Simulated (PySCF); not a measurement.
# Excitation energy of Sc⁺ by level of theory

Sc⁺ [Ar] 3d1 4s1 (3D) → Sc⁺ [Ar] 3d1 4p1 (high-spin determinant), as a difference of total energies. All numbers are calculated (PySCF 2.14, the spin-free X2C one-electron Hamiltonian (Gaussian nucleus), in x2c-QZVPPall (11s7p5d3f2g, 96 functions)). Correlated levels: valence and next inner shell: [Ne] frozen. The calculations carry no spin-orbit coupling.

```json
{"method": "UHF", "excitation energy (eV)": "3.231"}
{"method": "MP2 (valence and next inner shell)", "excitation energy (eV)": "3.481"}
{"method": "SCS-MP2 (valence and next inner shell)", "excitation energy (eV)": "3.418"}
{"method": "CCSD (valence and next inner shell)", "excitation energy (eV)": "3.452"}
{"method": "CCSD(T) (valence and next inner shell)", "excitation energy (eV)": "3.465"}
```

Q: How much does correlation contribute at CCSD(T) (valence and next inner shell)?

A: 3.465 − (3.231) = 0.234 eV, measured against UHF.

The basis was made for the ground configuration and has no added diffuse functions, so the excitation energy can come out too high.

The determinant of the upper state mixes LS terms, which raises its energy above the lowest term, most at the Hartree-Fock and MP2 levels.
